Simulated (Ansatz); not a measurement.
Reaction (ligand exchange at a Ga–Br bond): `C[O][Ga]([SH])[Br]` + H–F → `C[O][Ga]([F])[SH]` + HBr

Program: Ansatz. Geometries: PBE0-D4/def2-TZVP. ΔE: electronic, gas phase. CCSD(T)/CBS adds triple-zeta CCSD(T) − MP2 to the extrapolated MP2 energy (def2 sets, frozen cores). This one scheme is used for every species. Functionals use def2-TZVPP. For Br, Ga outer-core shells are correlated without core-valence functions, which leaves a few kJ/mol of doubt a bond. Scalar relativity is left out up to krypton. One conformer a species, not always the lowest.

CCSD(T)/CBS gives +0.55 eV.

Another level gave +0.52 eV. Which?
A. BLYP-D4/def2-TZVPP
B. BHLYP-D4/def2-TZVPP
C. CAM-B3LYP/def2-TZVPP
D. SCS-MP2/def2-TZVPP

B. BHLYP-D4 0.52, SCS-MP2/def2-TZVPP 0.47, CAM-B3LYP 0.35, BLYP-D4 0.42 eV.

Largest T1 diagnostic among the species: 0.014.

Leaving LDA and LC-ωPBE aside and taking each functional with its dispersion term where it has one, the values, not all of them listed here, spread over 0.16 eV, from B97M-V to HSE06-D4. LDA lies +0.04 eV from PBE without D4. The D4 term adds +0.08 eV with B3LYP and +0.05 eV with PBE0; it sums over pairs of atoms, weighted by their polarisabilities, and B3LYP, whose exchange is more repulsive, gets the larger term. From BLYP to BHLYP (50 % exact exchange), in def2-TZVPP and without D4, ΔE moves by +0.11 eV.

B3LYP here is the variant with VWN-RPA as its local correlation; programs differ in this.
